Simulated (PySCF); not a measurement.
**Cs⁻ (caesium, charge -1) across methods**

[Xe] 6s2, closed-shell 1S. All numbers are calculated (PySCF 2.14, scalar relativity by spin-free X2C-1e, in aug-cc-pVQZ-X2C (10s9p7d4f2g, 118 functions)).

```json
{"method": "r2SCAN", "E (hartree)": "-7786.14", "mean ε 5s (eV)": "-24.369", "mean ε 5p (eV)": "-10.832", "mean ε 6s (eV)": "0.589", "Σ⟨r²⟩ (bohr²)": "191.6", "⟨S²⟩": "0.000"}
{"method": "PBE", "E (hartree)": "-7785.71", "mean ε 5s (eV)": "-23.271", "mean ε 5p (eV)": "-10.113", "mean ε 6s (eV)": "0.638", "Σ⟨r²⟩ (bohr²)": "186.2", "⟨S²⟩": "0.000"}
{"method": "B3LYP", "E (hartree)": "-7786.24", "mean ε 5s (eV)": "-25.166", "mean ε 5p (eV)": "-11.165", "mean ε 6s (eV)": "0.437", "Σ⟨r²⟩ (bohr²)": "187.5", "⟨S²⟩": "0.000"}
{"method": "TPSSh", "E (hartree)": "-7785.83", "mean ε 5s (eV)": "-24.757", "mean ε 5p (eV)": "-11.106", "mean ε 6s (eV)": "0.484", "Σ⟨r²⟩ (bohr²)": "190.4", "⟨S²⟩": "0.000"}
{"method": "UHF", "E (hartree)": "-7783.10057", "mean ε 5s (eV)": "-32.725", "mean ε 5p (eV)": "-15.635", "mean ε 6s (eV)": "-0.228", "Σ⟨r²⟩ (bohr²)": "224.3", "⟨S²⟩": "0.000"}
{"method": "PBE0", "E (hartree)": "-7785.80", "mean ε 5s (eV)": "-25.851", "mean ε 5p (eV)": "-11.679", "mean ε 6s (eV)": "0.326", "Σ⟨r²⟩ (bohr²)": "185.2", "⟨S²⟩": "0.000"}
{"method": "LDA", "E (hartree)": "-7779.29", "mean ε 5s (eV)": "-23.298", "mean ε 5p (eV)": "-10.070", "mean ε 6s (eV)": "0.613", "Σ⟨r²⟩ (bohr²)": "179.8", "⟨S²⟩": "0.000"}
```

Spin-orbit coupling, which splits the p, d and f shells strongly at this Z, is absent. The outer electron is barely bound at this level, so radii and moments hang on the diffuse functions.

The highest occupied level is positive at r2SCAN, PBE, B3LYP, TPSSh, PBE0, LDA: only the finite basis holds that electron, which in a density functional comes from self-interaction.
